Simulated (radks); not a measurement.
Charge is removed step by step from the 3s level of neutral tellurium, starting from [Kr] 4d10 5s2 5p4. All-electron calculation, scalar-relativistic Kohn-Sham, BLYP, spin-unpolarised, spherical densities, finite nucleus; Fermi nuclear charge, rms radius 4.7423 fm. Program: a radial shooting solver on a logarithmic mesh with Libxc functionals.

removed (e)  E - E(0) (eV)  eigenvalue (eV)  E minus straight line (eV)
0                    0.000          -964.89                       0.000
0.25                242.32          -974.96                      -3.850
0.5                 487.17          -985.21                      -5.160
0.75                734.61          -995.61                      -3.890
1                   984.66          -1006.2                       0.000

Removing the whole electron costs 984.66 eV by Delta-SCF, against 964.89 eV from minus the eigenvalue at the starting occupation. Slater's transition state (half an electron removed) gives 985.21 eV. Integrating minus the eigenvalue over the occupation (Janak's theorem) gives 985.31 eV. In this scalar-relativistic scheme the density is built from large components alone, so the theorem holds only approximately. The mean slope of the eigenvalue, de/dn, is 41.3 eV per electron.
